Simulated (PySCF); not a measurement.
## Radial density of Ce (cerium, neutral)

CAM-B3LYP, [Xe] 4f2 6s2, one real determinant (an excited configuration). All numbers are calculated (PySCF 2.14, the spin-free X2C one-electron Hamiltonian (Gaussian nucleus), in cc-pVDZ-X2C).

| r (bohr) | 4πr²ρ (e/bohr) | 4πr²(ρα − ρβ) |
| --- | --- | --- |
| 0.0181 | 76.82 | 0.0007 |
| 0.0304 | 66.69 | 0.0015 |
| 0.0512 | 82.74 | 0.0030 |
| 0.0861 | 97.54 | 0.0016 |
| 0.145 | 72.97 | 0.0211 |
| 0.244 | 82.35 | 0.1964 |
| 0.410 | 31.52 | 0.8914 |
| 0.689 | 33.99 | 1.6335 |
| 1.16 | 10.72 | 1.2320 |
| 1.95 | 4.971 | 0.3611 |
| 3.28 | 0.9080 | 0.0421 |
| 5.52 | 0.3656 | 0.0034 |
| 9.28 | 0.02011 | -0.0008 |
| 15.6 | 4.050e-05 | 0.0000 |

Densities and radii are taken from the X2C orbitals without a picture-change correction, which distorts them close to the nucleus.

⟨L²⟩ = 24.00 against 30 for a pure H term, so this real determinant mixes terms. Spin-orbit coupling, absent here, splits the open shell strongly.
